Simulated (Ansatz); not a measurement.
Isolated molecules relaxed with PBE0-D4/def2-TZVP in Ansatz; ΔE leaves out vibrations. CCSD(T)/CBS is the MP2 limit (def2-TZVPP, def2-QZVPP) plus CCSD(T) − MP2 in def2-TZVPP, frozen cores. Functionals use def2-TZVPP. B3LYP here is the variant with VWN-RPA as its local correlation; programs differ in this. For Ga outer-core shells are correlated without core-valence functions, which leaves a few kJ/mol of doubt a bond. Scalar relativity is left out up to krypton. One conformer a species, not always the lowest.

Reaction (redistribution): `C[Si](N)(O)O[SiH3]` + `[OH][Ga]([F])[SH]` → `C[Si](N)(O)F` + `[OH][Ga]([SH])[O][SiH3]`

`C[Si](N)(O)O[SiH3]`:

Cartesian coordinates in Å:
```
C 1.603 -1.548 0.241
Si 0.470 -0.098 0.413
N -0.803 -0.199 1.557
O 1.428 1.163 0.846
O -0.265 0.124 -1.035
Si -1.407 1.060 -1.734
H 2.100 -1.769 1.188
H 2.373 -1.348 -0.507
H 1.048 -2.436 -0.069
H -1.638 -0.720 1.340
H -0.600 -0.240 2.543
H 0.977 1.972 1.093
H -1.228 1.003 -3.206
H -2.767 0.563 -1.391
H -1.289 2.472 -1.280
```

`[OH][Ga]([F])[SH]`:

Cartesian coordinates in Å:
```
O 0.560 -1.393 0.032
Ga -0.317 0.111 -0.292
F -1.506 0.073 -1.575
S 0.015 1.951 0.807
H 0.292 -2.113 -0.545
H 0.956 1.371 1.574
```

`C[Si](N)(O)F`:

Z-matrix (Å, degrees):
```
C
Si 1 1.848
H 1 1.092 2 110.8
H 1 1.093 2 111.1 3 -120.3
H 1 1.092 2 110.7 3 120.3
N 2 1.691 1 110.6 3 63.5
O 2 1.638 1 115.0 3 -56.4
F 2 1.610 1 106.1 3 -172.5
H 6 1.006 2 121.6 1 -163.9
H 6 1.005 2 122.5 1 38.4
H 7 0.958 2 116.5 1 -92.6
```

`[OH][Ga]([SH])[O][SiH3]`:

```xyz
10

O    -0.830   -1.388    1.750
Ga    0.425   -1.178    0.513
S     2.000   -2.651    0.259
O     0.397    0.258   -0.537
Si   -0.542    1.580   -0.713
H    -1.471   -0.673    1.767
H     2.551   -1.944   -0.743
H     0.258    2.811   -0.484
H    -1.669    1.564    0.269
H    -1.119    1.620   -2.082
```

```csv
level,ΔE (kJ/mol)
r2SCAN,-13.3
B3LYP,-13.8
MP2/def2-TZVPP,-16.2
SCS-MP2/def2-TZVPP,-15.7
CCSD/def2-TZVPP,-15.9
CCSD(T)/def2-TZVPP,-15.7
HF/CBS(def2),-13.9
MP2/CBS(def2),-18.0
```

**Question.** What does CCSD(T)/CBS give? (An estimate is asked.)

**Answer.** The calculation gave: -17.6 kJ/mol. The listed levels differ from it by 4.3, 3.8, 1.4, 1.9, 1.7, 1.9, 3.7, -0.4 kJ/mol.

Largest T1 diagnostic among the species: 0.014.
